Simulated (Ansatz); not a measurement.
`NB(F)Cl` + H₂ → `NBCl` + H–F  (hydrogenolysis of a B–F bond)

Calculated with Ansatz (gas phase, PBE0-D4/def2-TZVP geometries, no zero-point term in ΔE). CCSD(T)/CBS adds triple-zeta CCSD(T) − MP2 to the extrapolated MP2 energy (def2 sets, frozen cores). This one scheme is used for every species. DFT in def2-TZVPP. B3LYP here is the variant with VWN-RPA as its local correlation; programs differ in this. Each species was taken in one conformer, which may not be the lowest.

Question: Is it downhill or uphill in electronic energy at CCSD(T)/CBS, and by how much? (Best estimate.)

Answer: The calculation gave: Uphill: ΔE = +24.3 kcal/mol.

Question: What do these levels give: r2SCAN-D4, B3LYP-D4, r2SCAN0-D4, ωB97M-V, PBE-QIDH, revPBE, LC-ωPBE, RPA@PBE/def2-TZVPP, CCSD(T)/def2-SVP, CCSD/def2-TZVPP, MP2/def2-QZVPP, CCSD/CBS(def2)? (Best estimate.)

Answer: Computed: r2SCAN-D4 27.8, B3LYP-D4 26.4, r2SCAN0-D4 26.9, ωB97M-V 26.3, PBE-QIDH 25.1, revPBE 24.3, LC-ωPBE 25.2, RPA@PBE/def2-TZVPP 24.5, CCSD(T)/def2-SVP 28.8, CCSD/def2-TZVPP 24.7, MP2/def2-QZVPP 24.9, CCSD/CBS(def2) 24.0 kcal/mol.

Question: What do rigid-rotor, harmonic-oscillator terms from PBE0-D4/def2-TZVP frequencies (298.15 K, 1 bar) make of the CCSD(T)/CBS value? (Estimate.)

Answer: Computed: ΔZPE = +3.3 kcal/mol, ΔH = +27.3 kcal/mol, ΔS = 23 J/(mol·K), ΔG = +25.6 kcal/mol.

Largest T1 diagnostic among the species: 0.011.

From r2SCAN to r2SCAN0 (25 % exact exchange), in def2-TZVPP and without D4, ΔE moves by −0.9 kcal/mol. At CCSD(T), def2-SVP lies +4.5 kcal/mol from the extrapolated value and def2-TZVPP +0.7 kcal/mol. Leaving LDA and LC-ωPBE aside and taking each functional with its dispersion term where it has one, the values, not all of them listed here, spread over 3.3 kcal/mol, from HSE06-D4 to B97M-V. LDA lies +1.7 kcal/mol from PBE without D4.
